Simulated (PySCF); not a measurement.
Compound: C7H7BF3N.
SMILES: `FC(F)=C(F)[BH2-][n+]1ccccc1`

Torsions of this conformer, `[F:1][C:2]([F:3])=[C:4]([F:5])[BH2-:6][n+:7]1[cH:8][cH:9][cH:10][cH:11][cH:12]1`: C2–C4–B6–N7 26°, C4–B6–N7–C8 65°.

The closed-shell ground state was solved at several levels (PySCF, density fitting, gas phase, non-relativistic). Isolated species at its PBE0-D3(BJ)/def2-SVP geometry (one conformer only).

```
            level  basis functions  total energy (Eh)  HOMO (eV)  LUMO (eV)  gap (eV)  dipole (D)
     KT2/pcSseg-2              530          -660.4320      -4.96      -3.13      1.83        7.55
wB97X-D/def2-SVPD              305          -649.4038      -8.13      -0.63      7.50        8.06
    PBE0/pcSseg-1              239          -649.2929      -6.12      -2.34      3.78        7.96
```

(1) What might B3LYP/pcJ-1 (394 basis functions) give for the same quantities?

(2) Over all these levels, which gives the widest orbital gap and which the narrowest?

(3) How far do the dipole and the HOMO energy spread over the levels?

Answers

(1) Total energy -650.0754 Eh, HOMO -5.92 eV, LUMO -2.51 eV, gap 3.41 eV, dipole 7.98 D.

(2) wB97X-D/def2-SVPD (range-separated hybrid) has the widest, 7.50 eV, and KT2/pcSseg-2 (GGA) the narrowest, 1.83 eV. Functional and basis both differ between the two, so the spread mixes both effects.

(3) The dipole runs from 7.55 to 8.06 D (mean 7.89 D) and the HOMO from -8.13 to -4.96 eV.

The pairwise dispersion term of wB97X-D wasn't added to the energies; at a given geometry it leaves orbitals and properties as they are.
